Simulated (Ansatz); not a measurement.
Start from `CS[Si](F)(F)Cl` and change one atom or group to get `CS[Si](F)(Cl)Cl`.

Ansatz, PBE0-D4/def2-TZVP geometries, multiplicity 1. Each molecule was computed in one conformer, which needn't be the lowest.

```tsv
property	`CS[Si](F)(F)Cl`
HOMO energy (PBE/def2-TZVPP) / eV	-6.49
HOMO–LUMO gap (B3LYP/def2-TZVPP) / eV	7.08
LUMO energy (PBE/def2-TZVPP) / eV	-1.14
HOMO–LUMO gap (ωB97M-V/def2-TZVPP) / eV	11.69
LUMO energy (PBE0/def2-TZVPP) / eV	-0.19
LUMO energy (B3LYP/def2-TZVPP) / eV	-0.43
```

Problem. What does the change do to each property? (Estimate.)

Solution. Computed: 
| property | `CS[Si](F)(Cl)Cl` | shift |
| --- | --- | --- |
| HOMO energy (PBE/def2-TZVPP) / eV | -6.44 | 0.05 |
| HOMO–LUMO gap (B3LYP/def2-TZVPP) / eV | 6.94 | -0.14 |
| LUMO energy (PBE/def2-TZVPP) / eV | -1.23 | -0.09 |
| HOMO–LUMO gap (ωB97M-V/def2-TZVPP) / eV | 11.55 | -0.14 |
| LUMO energy (PBE0/def2-TZVPP) / eV | -0.28 | -0.09 |
| LUMO energy (B3LYP/def2-TZVPP) / eV | -0.51 | -0.08 |

With PBE0 the HOMO rises by 0.07 eV and the LUMO falls by 0.09 eV, so the gap narrows by about 0.16 eV. PBE moves the HOMO by 0.05 eV and ωB97M-V by 0.08 eV.

B3LYP here is the variant with VWN-RPA as its local correlation; programs differ in this.
